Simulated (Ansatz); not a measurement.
The cluster Li2I3⁻. The state is a singlet with charge -1. Geometry r2SCAN-D4/def2-SVPD.

```xyz
5

Li    0.5547   -1.4097    2.0315
Li   -0.4973    1.3990   -2.0539
I     1.3163   -2.8421    3.9505
I    -0.6072    0.1108    0.2324
I    -0.7665    2.7419   -4.1605
```

In the def2 sets I takes a core potential, while STO-3G treats all electrons; there is no spin–orbit coupling. B3LYP takes the VWN-RPA correlation. The structure comes from a short search, and lower isomers may exist.

(1) Estimate the orbital energies around the gap (eV) in Ansatz with HF/STO-3G, PBE-D4/def2-TZVPD, BLYP-D4/def2-TZVPD, B3LYP-D4/def2-TZVPD, PBE0-D4/def2-TZVPD.

Results:

(1) 
```
orbital  HF/STO-3G  PBE-D4/def2-TZVPD  BLYP-D4/def2-TZVPD  B3LYP-D4/def2-TZVPD  PBE0-D4/def2-TZVPD
 HOMO−5      -4.05              -3.16               -2.98                -4.00               -4.25
 HOMO−4      -4.04              -3.16               -2.97                -4.00               -4.25
 HOMO−3      -3.27              -2.56               -2.38                -3.39               -3.62
 HOMO−2      -3.26              -2.56               -2.38                -3.39               -3.62
 HOMO−1      -3.19              -2.55               -2.38                -3.38               -3.62
   HOMO      -3.17              -2.55               -2.37                -3.38               -3.62
   LUMO       8.50               1.48                1.54                 1.79                1.98
 LUMO+1       8.58               1.95                1.96                 2.16                2.35
 LUMO+2       8.59               2.35                2.34                 2.51                2.70
 LUMO+3       9.08               2.38                2.42                 2.58                2.71
 LUMO+4       9.28               2.40                2.47                 2.62                2.75
 LUMO+5      10.63               2.41                2.49                 2.73                2.89
```
